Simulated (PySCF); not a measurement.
**Name the molecule from its bond curve**

A diatomic of charge 0 contains Te. Its doublet curve at BHandHLYP in a double-zeta basis (scalar-relativistic core potentials, PySCF), in eV from the separated fragments:

| R (Å) | E (eV) |
| --- | --- |
| 1.687 | -2.095 |
| 1.766 | -2.884 |
| 1.844 | -3.315 |
| 1.903 | -3.462 |
| 1.962 | -3.495 |
| 2.021 | -3.441 |
| 2.099 | -3.272 |
| 2.197 | -2.960 |
| 2.315 | -2.515 |

The fit gives ωe = 837 cm⁻¹ and the rotational constant Bₑ = 0.4357 cm⁻¹.

Problem. Which atom is the partner?

Solution. The minimum lies at 1.953 Å, so the reduced mass is 16.8576 u Å² cm⁻¹/(Bₑ·Re²) = 10.14 u. With Te at 129.91 u the partner weighs about 11.0 u: B. The molecule is BTe.

Spin–orbit coupling is left out. The state was picked by a PBE0 search and need not be the measured ground state.
